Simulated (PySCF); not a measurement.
C2H6NO (SMILES CC(N)=[OH+]), charge +1, singlet, geometry from GFN2-xTB; CASSCF(8,9)/6-31G* in PySCF.

PySCF was given this input:
```python
from pyscf import gto, scf, mcscf
import numpy

mol = gto.M(
    atom='''
O     0.318597    1.282346    0.055518
C     0.045989    0.030480   -0.005547
N     0.971309   -0.890866   -0.039247
C    -1.383354   -0.330034   -0.021039
H     0.728290   -1.872419   -0.084366
H    -1.960376    0.454212   -0.508311
H    -1.563605   -1.288230   -0.499661
H    -1.746483   -0.388630    1.008214
H     1.963033   -0.678155   -0.014999
H     1.255393    1.547845    0.089227
''',
    basis='6-31g*',
    charge=1,
    spin=0,
    verbose=4,
)

mf = scf.RHF(mol)
mf.kernel()
mc = mcscf.CASSCF(mf, 9, 8)
mc.fix_spin_(ss=0.0)
mc.kernel()
occ = numpy.linalg.eigvalsh(mc.fcisolver.make_rdm1(mc.ci, mc.ncas, mc.nelecas))[::-1]
ss = mc.fcisolver.spin_square(mc.ci, mc.ncas, mc.nelecas)[0]
print('natural occupations', occ.round(4), ' <S^2>', round(ss, 4))
```

What the program printed (banner, timings and long lists left out):

```
PySCF version 2.14.0

[INPUT] verbose = 4
[INPUT] num. atoms = 10
[INPUT] num. electrons = 32
[INPUT] charge = 1
[INPUT] spin (= nelec alpha-beta = 2S) = 0
[INPUT] symmetry False subgroup None
[INPUT] Mole.unit = angstrom
[INPUT] Symbol           X                Y                Z      unit          X                Y                Z       unit  Magmom
[INPUT]  1 O      0.318597000000   1.282346000000   0.055518000000 AA    0.602061074108   2.423282736932   0.104913814984 Bohr   0.0
[INPUT]  2 C      0.045989000000   0.030480000000  -0.005547000000 AA    0.086906614743   0.057598852277  -0.010482310813 Bohr   0.0
[INPUT]  3 N      0.971309000000  -0.890866000000  -0.039247000000 AA    1.835507992325  -1.683492753687  -0.074166081211 Bohr   0.0
[INPUT]  4 C     -1.383354000000  -0.330034000000  -0.021039000000 AA   -2.614160193322  -0.623673871795  -0.039757947935 Bohr   0.0
[INPUT]  5 H      0.728290000000  -1.872419000000  -0.084366000000 AA    1.376268639259  -3.538359100432  -0.159428634225 Bohr   0.0
[INPUT]  6 H     -1.960376000000   0.454212000000  -0.508311000000 AA   -3.704573741170   0.858336282491  -0.960568576104 Bohr   0.0
[INPUT]  7 H     -1.563605000000  -1.288230000000  -0.499661000000 AA   -2.954785217001  -2.434401885448  -0.944222445126 Bohr   0.0
[INPUT]  8 H     -1.746483000000  -0.388630000000   1.008214000000 AA   -3.300374551209  -0.734404263790   1.905248334952 Bohr   0.0
[INPUT]  9 H      1.963033000000  -0.678155000000  -0.014999000000 AA    3.709594743483  -1.281527220004  -0.028344002142 Bohr   0.0
[INPUT] 10 H      1.255393000000   1.547845000000   0.089227000000 AA    2.372348948696   2.925003133277   0.168614592917 Bohr   0.0

nuclear repulsion = 131.368810009895
number of shells = 36
number of NR pGTOs = 132
number of NR cGTOs = 68
basis = 6-31g*
ecp = {}

******** <class 'pyscf.scf.hf.RHF'> ********
method = RHF
initial guess = minao
damping factor = 0
level_shift factor = 0
DIIS = <class 'pyscf.scf.diis.CDIIS'>
diis_start_cycle = 1
diis_space = 8
diis_damp = 0
SCF conv_tol = 1e-09
SCF conv_tol_grad = None
SCF max_cycles = 50
direct_scf = True
direct_scf_tol = 1e-13
Set gradient conv threshold to 3.16228e-05
Initial guess from minao.
init E= -209.445884039234
  HOMO = -0.330052740978565  LUMO = 0.0752329233987759  gap/eV = 11.02838
cycle= 1 E= -208.218900241169  delta_E= 1.23  |g|= 0.608  |ddm|= 2.68
  HOMO = -0.743580314295565  LUMO = -0.151025480797641  gap/eV = 16.12424
cycle= 2 E= -208.299282838619  delta_E= -0.0804  |g|= 0.286  |ddm|= 0.721
  HOMO = -0.697833008916273  LUMO = -0.0714667711746459  gap/eV = 17.04429
cycle= 3 E= -208.316183611737  delta_E= -0.0169  |g|= 0.0675  |ddm|= 0.225
  HOMO = -0.693831952958064  LUMO = -0.0639788893965756  gap/eV = 17.13917
cycle= 4 E= -208.317338374326  delta_E= -0.00115  |g|= 0.0175  |ddm|= 0.0757
  HOMO = -0.69682645183791  LUMO = -0.0675444159660317  gap/eV = 17.12364
cycle= 5 E= -208.317425161218  delta_E= -8.68e-05  |g|= 0.00401  |ddm|= 0.0226
  HOMO = -0.69696206182733  LUMO = -0.0666975344498635  gap/eV = 17.15037
cycle= 6 E= -208.317433388109  delta_E= -8.23e-06  |g|= 0.00143  |ddm|= 0.00639
  HOMO = -0.696840413276525  LUMO = -0.0666533056957648  gap/eV = 17.14826
cycle= 7 E= -208.317434355507  delta_E= -9.67e-07  |g|= 0.000425  |ddm|= 0.00227
  HOMO = -0.696979137805702  LUMO = -0.0666709367429799  gap/eV = 17.15156
cycle= 8 E= -208.317434460787  delta_E= -1.05e-07  |g|= 0.000154  |ddm|= 0.000674
  HOMO = -0.696966272975738  LUMO = -0.0666593409401646  gap/eV = 17.15153
cycle= 9 E= -208.317434471324  delta_E= -1.05e-08  |g|= 3.07e-05  |ddm|= 0.000214
  HOMO = -0.696969611483843  LUMO = -0.0666619837315285  gap/eV = 17.15154
cycle= 10 E= -208.317434472011  delta_E= -6.87e-10  |g|= 9.87e-06  |ddm|= 5.89e-05
  HOMO = -0.696969662669825  LUMO = -0.0666625332660673  gap/eV = 17.15153
Extra cycle  E= -208.317434472065  delta_E= -5.45e-11  |g|= 4.42e-06  |ddm|= 1.57e-05
converged SCF energy = -208.317434472065

******** <class 'pyscf.mcscf.mc1step.CASSCF'> ********
CAS (4e+4e, 9o), ncore = 12, nvir = 47
max_cycle_macro = 50
max_cycle_micro = 4
conv_tol = 1e-07
conv_tol_grad = None
orbital rotation max_stepsize = 0.02
orbital rotation threshold for CI restart = 0.01
augmented hessian ah_max_cycle = 30
augmented hessian ah_conv_tol = 1e-12
augmented hessian ah_linear dependence = 1e-14
augmented hessian ah_level shift = 1e-08
augmented hessian ah_start_tol = 2.5
augmented hessian ah_start_cycle = 3
augmented hessian ah_grad_trust_region = 3
kf_trust_region = 3
kf_interval = 4
ci_response_space = 4
ci_grad_trust_region = 3
with_dep4 0
natorb = False
canonicalization = True
sorting_mo_energy = False
ao2mo_level = 2
internal_rotation = False
******** <class 'pyscf.fci.addons.SpinPenaltyFCISolver'> ********
max. cycles = 50
conv_tol = 1e-08
davidson only = True
linear dependence = 1e-12
level shift = 0.001
max iter space = 12
nroots = 1
pspace_size = 400
spin = None
CASCI E = -208.325315220919  S^2 = 0.0000000
Set conv_tol_grad to 0.000316228
macro iter   1 ( 21 JK    4 micro), CASSCF E = -208.336296360060  dE = -1.09811391e-02  S^2 = 0.0000000
               |grad[o]|=0.0227  |grad[c]|=0.0387  |ddm|=0.0365  |maxRot[o]|=0.273
macro iter   2 ( 21 JK    4 micro), CASSCF E = -208.347450306139  dE = -1.11539461e-02  S^2 = 0.0000000
               |grad[o]|=0.0273  |grad[c]|=0.0195  |ddm|=0.0609  |maxRot[o]|=0.304
macro iter   3 ( 21 JK    4 micro), CASSCF E = -208.365091168500  dE = -1.76408624e-02  S^2 = 0.0000000
               |grad[o]|=0.025  |grad[c]|=0.0941  |ddm|=0.0691  |maxRot[o]|=0.278
macro iter   4 ( 21 JK    4 micro), CASSCF E = -208.390192886126  dE = -2.51017176e-02  S^2 = 0.0000000
               |grad[o]|=0.031  |grad[c]|=0.0507  |ddm|=0.0387  |maxRot[o]|= 0.29
macro iter   5 ( 21 JK    4 micro), CASSCF E = -208.404782326832  dE = -1.45894407e-02  S^2 = 0.0000000
               |grad[o]|=0.0296  |grad[c]|= 0.02  |ddm|=0.00986  |maxRot[o]|=0.154
macro iter   6 ( 21 JK    4 micro), CASSCF E = -208.413317780040  dE = -8.53545321e-03  S^2 = 0.0000000
               |grad[o]|=0.0176  |grad[c]|=0.032  |ddm|=0.0137  |maxRot[o]|=0.251
macro iter   7 ( 21 JK    4 micro), CASSCF E = -208.414816800239  dE = -1.49902020e-03  S^2 = 0.0000000
               |grad[o]|=0.0124  |grad[c]|=0.0157  |ddm|=0.00322  |maxRot[o]|=0.116
macro iter   8 ( 21 JK    4 micro), CASSCF E = -208.415427118694  dE = -6.10318455e-04  S^2 = 0.0000000
               |grad[o]|=0.0102  |grad[c]|=0.0126  |ddm|=0.00253  |maxRot[o]|=0.0365
macro iter   9 ( 21 JK    4 micro), CASSCF E = -208.415794064077  dE = -3.66945383e-04  S^2 = 0.0000000
               |grad[o]|=0.00853  |grad[c]|=0.00834  |ddm|=0.00219  |maxRot[o]|=0.0352
macro iter  10 ( 21 JK    4 micro), CASSCF E = -208.415876066823  dE = -8.20027461e-05  S^2 = 0.0000000
               |grad[o]|=0.00738  |grad[c]|=0.00641  |ddm|=0.00199  |maxRot[o]|=0.0195
macro iter  11 ( 21 JK    4 micro), CASSCF E = -208.415845430432  dE =  3.06363908e-05  S^2 = 0.0000000
               |grad[o]|=0.00708  |grad[c]|=0.00576  |ddm|=0.00183  |maxRot[o]|=0.00626
macro iter  12 ( 18 JK    4 micro), CASSCF E = -208.416637432990  dE = -7.92002558e-04  S^2 = 0.0000000
               |grad[o]|=0.00718  |grad[c]|=0.00161  |ddm|=0.000787  |maxRot[o]|=0.0603
macro iter  13 ( 15 JK    4 micro), CASSCF E = -208.416785158118  dE = -1.47725128e-04  S^2 = 0.0000000
               |grad[o]|=0.00366  |grad[c]|=0.00192  |ddm|=0.000422  |maxRot[o]|=0.0219
macro iter  14 ( 10 JK    4 micro), CASSCF E = -208.416867793662  dE = -8.26355437e-05  S^2 = 0.0000000
               |grad[o]|=0.00261  |grad[c]|=0.00117  |ddm|=0.000249  |maxRot[o]|=0.0171
macro iter  15 (  7 JK    2 micro), CASSCF E = -208.416908081285  dE = -4.02876233e-05  S^2 = 0.0000000
               |grad[o]|=0.00159  |grad[c]|=0.000362  |ddm|=0.000109  |maxRot[o]|=0.0162
macro iter  16 ( 10 JK    3 micro), CASSCF E = -208.416911977164  dE = -3.89587854e-06  S^2 = 0.0000000
               |grad[o]|=0.000484  |grad[c]|=0.000175  |ddm|=6.82e-05  |maxRot[o]|=0.00569
macro iter  17 (  4 JK    1 micro), CASSCF E = -208.416912033719  dE = -5.65554501e-08  S^2 = 0.0000000
               |grad[o]|=5.69e-05  |grad[c]|=0.000134  |ddm|=9.18e-06  |maxRot[o]|=0.000585
1-step CASSCF converged in  17 macro (295 JK  62 micro) steps
CASSCF canonicalization
Density matrix diagonal elements [1.98040878 1.97868287 1.98325173 1.9627279  0.03654063 0.01184288
 0.01397034 0.01604782 0.01652706]
CASSCF energy = -208.416912033719
CASCI E = -208.416912033719  E(CI) = -19.0896370794449  S^2 = 0.0000000
natural occupations [1.9835 1.9825 1.9764 1.9652 0.0342 0.0197 0.0183 0.0163 0.0039]  <S^2> 0.0
```
